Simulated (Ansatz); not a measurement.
Program: Ansatz 0.2.0.

`F[CH]([SiH3])[SnH3]`. Total charge 0; spin multiplicity 1. Sn takes the def2 core potential. Geometry: relaxed with PBE0-D4/def2-TZVP.

```xyz
11

F    -1.101    0.987    1.354
C    -0.002    0.617    0.565
Si    0.703   -1.025    1.165
Sn   -0.641    0.598   -1.518
H     0.752    1.408    0.659
H     1.125   -0.948    2.588
H     1.880   -1.330    0.307
H    -0.312   -2.098    1.008
H    -1.674   -0.735   -1.775
H     0.736    0.469   -2.520
H    -1.465    2.057   -1.832
```

(1) What is the dipole moment at B3LYP/def2-TZVPP? (An estimate is asked.)

(2) And with PBE, r2SCAN, ωB97M-V? (Estimate.)

(3) Give the Mulliken charges with B3LYP, r2SCAN, PBE in def2-TZVPP. (Best estimate.)

Results:

(1) The calculation gave: 1.31 D, with components (1.09, -0.03, -0.73) D in this frame, pointing from negative to positive charge.

(2) The calculation gave: PBE 1.17 D, r2SCAN 1.24 D, ωB97M-V 1.33 D.

(3) The calculation gave: 
```tsv
atom	B3LYP	r2SCAN	PBE
F1	-0.25	-0.24	-0.20
C2	-0.11	-0.10	-0.10
Si3	0.23	0.25	0.16
Sn4	0.55	0.51	0.48
H5	0.11	0.09	0.11
H6	-0.05	-0.06	-0.04
H7	-0.06	-0.06	-0.05
H8	-0.05	-0.06	-0.04
H9	-0.12	-0.11	-0.10
H10	-0.12	-0.11	-0.11
H11	-0.12	-0.11	-0.10
```

B3LYP here is the variant with VWN-RPA as its local correlation; programs differ in this.
